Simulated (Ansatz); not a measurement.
Start from `CC(C)[O][Mg][Cl]` and change one element to get `CC(C)[O][Zn][Cl]`.

Ansatz, PBE0-D4/def2-TZVP geometries, multiplicity 1. Each molecule was computed in one conformer, which needn't be the lowest.

Scalar relativity is left out up to krypton.

```
                                        property  `CC(C)[O][Mg][Cl]`
             HOMO–LUMO gap (PBE/def2-TZVPP) / eV                3.84
               LUMO energy (PBE/def2-TZVPP) / eV               -2.11
           HOMO energy (ωB97M-V/def2-TZVPP) / eV               -9.82
            HOMO–LUMO gap (PBE0/def2-TZVPP) / eV                6.03
size of the dipole moment (B3LYP/def2-TZVPP) / D                1.73
  zero-point energy (PBE0-D4/def2-TZVP) / kJ/mol               260.0
```

Task: What does the change do to each property? (An estimate is asked.)

Result: Ansatz gave: 
```
                                        property  `CC(C)[O][Zn][Cl]`  shift
             HOMO–LUMO gap (PBE/def2-TZVPP) / eV                4.23   0.39
               LUMO energy (PBE/def2-TZVPP) / eV               -1.99   0.12
           HOMO energy (ωB97M-V/def2-TZVPP) / eV              -10.10  -0.28
            HOMO–LUMO gap (PBE0/def2-TZVPP) / eV                6.63   0.60
size of the dipole moment (B3LYP/def2-TZVPP) / D                1.93   0.20
  zero-point energy (PBE0-D4/def2-TZVP) / kJ/mol               259.4   -0.6
```

With PBE0 the HOMO falls by 0.30 eV and the LUMO rises by 0.30 eV, so the gap widens by about 0.60 eV. PBE moves the HOMO by -0.27 eV and ωB97M-V by -0.28 eV. Dipoles are sizes alone; their direction can turn.

Positive LUMOs are unbound, so they and the gaps depend on the basis.

B3LYP here is the variant with VWN-RPA as its local correlation; programs differ in this.
